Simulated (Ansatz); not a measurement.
# Four-centre ligand exchange

Start structure (SiNH$_{7}$SO, closed shell), relaxed at PBE0-D4/def2-TZVP:

Si1  (-0.755, -0.185, 0.079)
S2  (0.501, -1.658, 1.033)
H3  (-1.084, -0.479, -1.340)
H4  (-2.051, -0.505, 0.786)
O5  (-0.612, 1.431, 0.470)
H6  (1.642, -0.361, -1.433)
N7  (1.223, 0.368, -0.868)
H8  (-0.457, -2.150, 1.831)
H9  (-1.316, 1.708, 1.059)
H10  (1.888, 0.662, -0.161)
H11  (1.018, 1.168, -1.455)
(Å)

The step: SiH₄SO ([OH][SiH2][SH]) + NH₃ → SiNH₅O ([NH2][SiH2][OH]) + H₂S; bonds formed: Si1–N7, S2–H6; bonds broken: Si1–S2, H6–N7. Ansatz 0.2.0; basis: def2-TZVPP and def2-QZVPP; cores frozen in the correlated methods. Extrapolation: Hartree–Fock as exp(−7.88 √X), correlation as X^−2.97. Energies below are by CCSD(T) at an estimated basis limit (MP2 extrapolated from triple and quadruple zeta, plus CCSD(T) − MP2 in triple zeta).

Problem. What are the electronic barrier and the energy of the step, from the start structure to the end structure? (An estimate is asked for; the value comes from the calculation.)

Solution. Computed: Barrier 23.46 kcal/mol; step energy 2.57 kcal/mol (uphill); reverse barrier, their difference, 20.89 kcal/mol. Barrier and step energy count from the start structure, the reverse barrier from the end structure.

The saddle point: One imaginary mode of 472i cm⁻¹.
```json
{"pair": "Si1–N7", "start (Å)": "2.26", "saddle (Å)": "1.83", "end (Å)": "1.71"}
{"pair": "S2–H6", "start (Å)": "3.01", "saddle (Å)": "1.78", "end (Å)": "1.35"}
{"pair": "Si1–S2", "start (Å)": "2.16", "saddle (Å)": "2.93", "end (Å)": "4.22"}
{"pair": "H6–N7", "start (Å)": "1.01", "saddle (Å)": "1.18", "end (Å)": "2.25"}
```

Zero-point energy (harmonic, PBE0-D4): ZPE is 50.57 kcal/mol at the start and 46.85 kcal/mol at the saddle, so the barrier goes from 23.46 to 19.73 kcal/mol.

No T1 diagnostic of these runs exceeds 0.011.

Labels in which every atom is bracketed show which atoms are joined, not bond orders.

For scale, one of the runs: CCSD(T)/def2-TZVPP, 244 basis functions, launched by `ansatz run in.yaml --threads 4 --pin off --events-out ev --progress --plain --max-ram 9574MiB`. Hardware: 4 CPU threads of an Arm Neoverse V1, shared host. Wall time 97 s; peak host memory 4.7 GiB.
